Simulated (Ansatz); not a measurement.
Two isomers of C2H5NOSi: A = `O[SiH2]C1=NC1`, B = `O=C=NC[SiH3]`.

Isolated molecules relaxed with PBE0-D4/def2-TZVP in Ansatz; ΔE leaves out vibrations. CCSD(T)/CBS is the MP2 limit (def2-TZVPP, def2-QZVPP) plus CCSD(T) − MP2 in def2-TZVPP, frozen cores. Functionals use def2-TZVPP. B3LYP here is the variant with VWN-RPA as its local correlation; programs differ in this. One conformer a species, not always the lowest.

A:

```xyz
10

O    -1.5645   -1.7078   -0.7604
Si   -0.2172   -0.8197   -1.0326
C     0.0763    0.3839    0.3543
N    -0.3693    0.6741    1.4944
C     0.8106    1.4650    1.0101
H    -1.7147   -2.0497    0.1226
H    -0.4270   -0.0685   -2.2883
H     1.0178   -1.6410   -1.1190
H     0.6242    2.4969    0.7273
H     1.7638    1.2669    1.4917
```

B:

```xyz
10

O     0.757   -1.178   -2.944
C     0.123   -0.861   -2.015
N    -0.597   -0.640   -1.087
C    -0.811    0.327   -0.052
Si    0.531    0.235    1.284
H    -1.784    0.134    0.405
H    -0.854    1.339   -0.469
H     1.852    0.499    0.658
H     0.533   -1.117    1.896
H     0.250    1.261    2.323
```

Question: Which is lower in electronic energy at CCSD(T)/CBS, and by how much? (An estimate is asked.)

Answer: Ansatz gave: B, by 4.2 kcal/mol.

Question: Give E(B) − E(A) in kcal/mol with B3LYP, CCSD/def2-TZVPP, B2PLYP, HF/def2-TZVPP, ωB97M-V, r2SCAN-D4, PBE0-D4. (An estimate is asked.)

Answer: Computed: B3LYP -12.4, CCSD/def2-TZVPP -5.1, B2PLYP -10.4, HF/def2-TZVPP -10.1, ωB97M-V -7.0, r2SCAN-D4 -11.4, PBE0-D4 -10.5. None reverses the order clearly.

Largest T1 diagnostic: 0.015.

In def2-TZVPP, CCSD(T) changes the Hartree–Fock value by +4.3 kcal/mol (the triples alone add −0.8 kcal/mol) and MP2 by +4.2 kcal/mol. From PBE to PBE0 (25 % exact exchange), in def2-TZVPP and without D4, E(B) − E(A) moves by +2.7 kcal/mol.
